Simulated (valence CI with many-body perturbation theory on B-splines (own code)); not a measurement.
Results of a calculation; reference values are marked as such.
## Pt LXVI: what each term of the Hamiltonian does

Level of theory: configuration interaction combined with many-body perturbation theory (CI+MBPT): three valence electrons over a frozen Dirac-Fock core [Ne], a basis of 11 s, 11 p, 9 d, 7 f, 5 g, 2 h, 1 i functions for each j, with the one-electron correlation potential Σ1, the two-electron term Σ2, the three-electron term Σ3, Breit, model QED; selected CI, second order for the rest (own B-spline code, finite nucleus).

The last digits are not significant, and no measured levels were compared; by estimate large intervals hold to a few tenths of a per cent, small ones and those within an open d or f shell to about a per cent.

Each rung adds one term. CI alone is the Dirac-Coulomb CI over the frozen core; QED comes last and gives the full result, which names the levels. Energies are above (3s^2 3p1/2) J=1/2 on the same rung, in eV.

Levels are named by their leading jj configuration (3d3/2^4 stands for four electrons in 3d with j = 3/2), which in mixed levels can hold well under half, so a name can repeat and another be missing. Letters in brackets count levels of one name in rising energy.

```
                     Level  CI alone     Σ1     Σ2     Σ3  Breit     QED    Full
        (3s 3p1/2^2) J=1/2     183.5  -0.30  -0.08  +0.01  +5.15   -5.60   182.7
        (3s^2 3p3/2) J=3/2     472.7  +0.22  +0.11   0.00  -5.53   +0.42   467.9
(3s 3p1/2 3p3/2) J=3/2 [a]     623.1  -0.08  +0.32  +0.03  -0.55   -5.08   617.7
    (3s 3p1/2 3p3/2) J=5/2     643.8  -0.07  +0.16  +0.02  -1.51   -5.06   637.4
(3s 3p1/2 3p3/2) J=3/2 [b]     665.5  -0.07  -0.03  +0.02  -2.04   -4.22   659.2
    (3s 3p1/2 3p3/2) J=1/2     676.4  -0.07  -0.40   0.00  -0.46   -5.15   670.3
        (3s^2 3d3/2) J=3/2     726.6  -0.05  -0.62  -0.04  -5.44   -1.69   718.7
        (3s^2 3d5/2) J=5/2     823.5  +0.14  -0.35  -0.04  -9.26   -0.53   813.4
(3s 3p1/2 3d3/2) J=3/2 [a]     844.0  -0.35  -0.01  +0.03  +0.99   -8.01   836.7
(3s 3p1/2 3d3/2) J=3/2 [b]     858.5  -0.35  -0.15  +0.01  +0.71   -8.19   850.5
    (3s 3p1/2 3d3/2) J=5/2     871.5  -0.34  -0.08   0.00  -2.37   -6.26   862.5
    (3s 3p1/2 3d3/2) J=1/2     899.5  -0.34  -0.51  -0.03  -1.30   -6.25   891.1
(3s 3p1/2 3d3/2) J=3/2 [c]     908.1  -0.34  -0.59  -0.05  -0.99   -6.79   899.3
(3s 3p1/2 3d5/2) J=5/2 [a]     977.9  -0.16  -0.16  -0.03  -4.26   -5.98   967.3
    (3s 3p1/2 3d5/2) J=7/2     994.8  -0.15  -0.27  -0.02  -5.38   -5.98   983.0
(3s 3p1/2 3d5/2) J=5/2 [b]    1005.0  -0.16  -0.30  -0.07  -4.75   -6.01   993.8
    (3s 3p1/2 3d5/2) J=3/2    1009.2  -0.17  -0.52  -0.04  -3.72   -6.22   998.6
     (3p1/2^2 3d3/2) J=3/2    1075.2  -0.63  -0.48  -0.01  +3.59  -11.79  1065.9
        (3s 3p3/2^2) J=5/2    1108.8  +0.15  +0.26  +0.01  -6.55   -4.64  1098.0
```

The middle columns are the shifts that each term adds.

**Question.** How does the ionisation energy move along the ladder, and which term matters most?

**Answer.** CI alone 7675.6, + Σ1 7676.8, + Σ2 7676.8, + Σ3 7676.7, + Breit 7664.6, + QED 7664.2 eV. The largest step is Breit, -12.1 eV. NIST lists 7660 ± 30 eV (theoretical).
